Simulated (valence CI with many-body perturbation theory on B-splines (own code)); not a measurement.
# Questions on Er⁵³⁺

Method: relativistic CI+MBPT: five valence electrons over a frozen Dirac-Fock core [Ne], a basis of 9 s, 9 p, 8 d, 6 f, 3 g, 1 h functions for each j, with the one-electron correlation potential Σ1 (screened to all orders), the two-electron term Σ2, the three-electron term Σ3, Breit, model QED; selected single and double excitations, second order for the rest (own B-spline code, finite nucleus).

No measured spectrum was set against this ion. As an estimate, large intervals hold to a few tenths of a per cent, small ones and those within an open d or f shell to about a per cent. Among the levels kept, up to 580 cm⁻¹ of a level comes from second order outside the variational space, and about a tenth of that is noise between levels of different J, which matters for small intervals.

Levels are named by their leading jj configuration (3d3/2^4 stands for four electrons in 3d with j = 3/2), which in mixed levels can hold well under half, so a name can repeat and another be missing.

Rates and lifetimes use the calculated energies. Strong lines usually hold to 10 to 20 %, long lifetimes can be off by a factor of two.

Task: What is the ground level?

Result: (3s^2 3p1/2^2 3p3/2) J=3/2, composition 47 % 3s2.3p3 2P° + 27 % 3s2.3p3 2D° + 26 % 3s2.3p3 4S°, g = 1.351.

Task: Where does the other parity begin?

Result: At (3s^2 3p1/2^2 3d3/2) J=3/2, 1660.4 × 10³ cm⁻¹.

Task: How well does LS coupling describe the low levels?

Result: Among the lowest 20 levels the leading LS term, summed over configurations, holds 54 % on average. For single configurations the figures are 52 % in LS and 94 % in jj coupling. Terms mix most in the J = 5/2 level at 2189.2 × 10³ cm⁻¹, where the leading one holds 32 %.

Task: Name the longest-lived excited levels whose lifetime is computed, and their main decay.

Result: (3s^2 3p1/2 3p3/2 3d5/2) J=9/2 at 3995.6 × 10³ cm⁻¹ lives 598 ns, mostly by M1 to (3s^2 3p1/2 3p3/2 3d3/2) J=7/2; (3s^2 3p1/2 3p3/2^2) J=5/2 at 1900.5 × 10³ cm⁻¹ lives 45.0 ns, mostly by M1 to (3s^2 3p1/2^2 3p3/2) J=3/2; (3s^2 3p1/2 3p3/2^2) J=1/2 at 2011.1 × 10³ cm⁻¹ lives 14.4 ns, mostly by M1 to (3s^2 3p1/2^2 3p3/2) J=3/2.

Task: What are the static dipole polarisabilities of the lowest levels?

Result: (3s^2 3p1/2^2 3p3/2) J=3/2 0.00423 (tensor 0.00033) bohr³, of which the core gives 6.58e-05.

Task: Among levels below 5748.4 × 10³ cm⁻¹, which E1 lines absorb most strongly from the ground level?

Result: to (3s^2 3p1/2 3p3/2 3d3/2) J=3/2 at 2.612 nm, f = 0.320; to (3s^2 3p1/2 3p3/2 3d3/2) J=5/2 at 2.659 nm, f = 0.278; to (3s^2 3p1/2 3p3/2 3d3/2) J=1/2 at 2.612 nm, f = 0.115.

Task: What is the ionisation energy?

Result: 4980.3 eV; NIST lists 4978 ± 5 eV (theoretical).
